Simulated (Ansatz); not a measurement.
Computed with frozen-core CCSD(T)/def2-TZVPP // CAM-B3LYP-D3(BJ)/def2-TZVP in Ansatz (a first-principles code).

Ansatz 0.2 input:
```yaml
crystal:
  periodic: [false, false, false]
  atoms:
    - { symbol: O, position_ang: [-1.295365, -0.313634, 0.217972] }
    - { symbol: B, position_ang: [0.023775, -0.510268, 0.339846] }
    - { symbol: O, position_ang: [0.949718, 0.307576, -0.211517] }
    - { symbol: H, position_ang: [-1.537334, 0.467175, -0.30072] }
    - { symbol: H, position_ang: [1.859207, 0.049153, -0.045582] }
basis:
  gaussian: { orbitals: def2-TZVPP }
correlation:
  method: ccsd_t
magnetization:
  spin_polarized: true
  initial_magnetization: 1
```

Output:

```
Functional definition: HF
769 factors; integrals over basis functions are off by at most 5.8e-4 eV
mean field evaluation 1: about -4777.2528 eV, gradient 3.1e1 eV
mean field evaluation 2: about -4777.2555 eV, gradient 3.1e1 eV
mean field evaluation 4: about -4780.9628 eV, gradient 2.8e0 eV
mean field evaluation 8: about -4781.0872 eV, gradient 2.0e-1 eV
mean field evaluation 16: about -4781.0664 eV, gradient 9.4e-1 eV
mean field -4781.08779796 eV, -175.7017358372 hartree, gradient 1.8e-6 eV, S^2 0.753120; 0 other end points of the search recorded, 0 dependent functions left out
3 core orbitals not correlated
reference -4781.08779796 eV, -175.7017358372 hartree; 9, 8 occupied and 109, 110 virtual orbitals, 769 factors
second order -15.02964016 eV of doubles, -0.00000000 eV of singles
cycle   1  -14.88837945 eV  change    1.4e-1 eV  update   8.0e-2
cycle   2  -15.20743823 eV  change   -3.2e-1 eV  update   2.3e-2
cycle   3  -15.28930573 eV  change   -8.2e-2 eV  update   1.4e-2
cycle   4  -15.27874461 eV  change    1.1e-2 eV  update   4.1e-3
cycle   5  -15.27728689 eV  change    1.5e-3 eV  update   1.9e-3
cycle   6  -15.27784210 eV  change   -5.6e-4 eV  update   6.0e-4
cycle   7  -15.27779780 eV  change    4.4e-5 eV  update   2.7e-4
cycle   8  -15.27780347 eV  change   -5.7e-6 eV  update   9.7e-5
cycle   9  -15.27782143 eV  change   -1.8e-5 eV  update   3.7e-5
cycle  10  -15.27781026 eV  change    1.1e-5 eV  update   1.3e-5
perturbative correction -0.54885268 eV, -0.0201699640 hartree
Total energy: -4796.91446090 eV, -176.2833549725 hartree
```

Cost: very roughly 28 core-seconds.
